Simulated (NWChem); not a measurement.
Basis-set convergence for CH4SSi

```xyz
7

Si    -0.6671    -0.7047     0.0000
C      1.1032    -1.4622     0.0000
H      1.1912    -2.1320     0.8848
H      1.9606    -0.7591     0.0000
H      1.1912    -2.1320    -0.8848
S     -0.0223     1.3587     0.0000
H     -1.2648     1.9242     0.0000
```
Charge 0, spin multiplicity 1.

Everything below was run with NWChem. Structure: optimised with PBE/def2-SVP, a minimum by its harmonic frequencies. It is one conformer; others weren't searched.

Quantity: vertical ionisation energy at the level ΔHF (Δ: difference of total energies, the cation a doublet at the parent's geometry with its hole in an orbital of symmetry a' (Cs labels); it is the state that the SCF runs reached, from PBE0 orbitals for Hartree-Fock references, and need not be the lowest).

The Pople sets run with spherical d functions. The structure started from a generated list of species. No SCF solution was tested for a lower state. Open-shell Hartree-Fock references start from PBE0 orbitals; any time given for them includes that run.

Costs are rough ratios of processor time within this set of runs, SCF included, with 3-21G as 1.

```tsv
basis	functions	vertical ionisation energy (eV)	relative cost
3-21G	43	[?]	1
6-31+G*	70	[?]	under 3
cc-pVDZ	70	7.85	4
def2-SVPD	103	7.87	6
6-311++G**	110	7.94	5
aug-pcseg-1	113	7.87	6
aug-cc-pVDZ	113	7.84	9
def2-TZVP	129	[?]	7
pcseg-2	154	7.87	10
```

Task: Fill in the missing entries.

Result: 
- 3-21G, vertical ionisation energy (eV): 8.17
- 6-31+G*, vertical ionisation energy (eV): 7.96
- def2-TZVP, vertical ionisation energy (eV): 7.81
